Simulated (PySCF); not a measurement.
Molecule: ethylidifluoroborane (B(CC)(F)F, C2H5BF2).

Atom-mapped SMILES (the numbers label the heavy atoms): `[CH3:1][CH2:2][B:3]([F:4])[F:5]`. Hydrogens are named by the atom that carries them.

Spin–spin couplings on one PBE0-D3(BJ)/def2-SVP geometry, PySCF, gas phase, non-relativistic, equivalent pairs averaged (spin–dipole term only in couplings to heteroatoms); isotopes $^{13}$C, $^{1}$H, $^{11}$B, $^{19}$F; basis pcJ-1.

**Question.** How do the couplings (Hz) change with the functional? Times are CPU seconds on shared hosts with different chips, so compare them loosely.

**Answer.** 
| functional | functions | $^{1}J$(C1,H(C1)) | $^{1}J$(C2,H(C2)) | $^{1}J$(C2,B3) | $^{1}J$(C1,C2) | $^{1}J$(B3,F4) | $^{2}J$(C2,F4) | $^{2}J$(H(C2),H(C2)) | core-s |
| --- | --- | --- | --- | --- | --- | --- | --- | --- | --- |
| HF | 185 | 161.4 | 145.4 | 105.6 | 62.7 | -2.1 | 39.1 | -38.8 | 11 |
| LDA | 185 | 101.4 | 92.9 | 63.0 | 21.8 | -180.8 | 22.5 | -14.1 | 12 |
| PBE | 185 | 121.9 | 110.8 | 75.7 | 30.8 | -179.3 | 28.1 | -19.0 | 16 |
| KT2 | 185 | 127.9 | 115.8 | 65.2 | 22.3 | -212.8 | 21.2 | -25.4 | 17 |
| B3LYP | 185 | 133.7 | 121.7 | 82.4 | 36.9 | -141.7 | 30.3 | -21.2 | 16 |
| PBE0 | 185 | 126.0 | 114.4 | 79.8 | 35.2 | -138.6 | 29.8 | -21.5 | 22 |
| B97-2 | 185 | 120.5 | 108.7 | 81.3 | 35.0 | -136.6 | 29.1 | -18.8 | 18 |
| BHandHLYP | 185 | 143.8 | 130.6 | 90.2 | 45.0 | -91.2 | 34.0 | -25.6 | 18 |
| CAM-B3LYP | 185 | 131.0 | 119.3 | 81.6 | 36.9 | -131.5 | 31.3 | -21.9 | 26 |
